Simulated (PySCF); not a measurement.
**Radial density of Be³⁺ (beryllium, charge +3)**

MN15, 1s1, 2S determinant. All numbers are calculated (PySCF 2.14, the non-relativistic Hamiltonian (point nucleus), in cc-pVDZ (3s2p1d, 14 functions)).

```csv
r (bohr),4πr²ρ (e/bohr),4πr²(ρα − ρβ)
0.00835,0.01419,0.0142
0.0141,0.03853,0.0385
0.0236,0.1006,0.1006
0.0398,0.2511,0.2511
0.0669,0.5729,0.5729
0.112,1.137,1.1369
0.189,1.781,1.7812
0.318,1.909,1.9090
0.535,1.102,1.1020
0.900,0.2231,0.2231
1.51,0.005085,0.0051
2.55,0.0001887,0.0002
```

For one electron the Hartree and exchange-correlation energies should cancel; what remains is the self-interaction error.
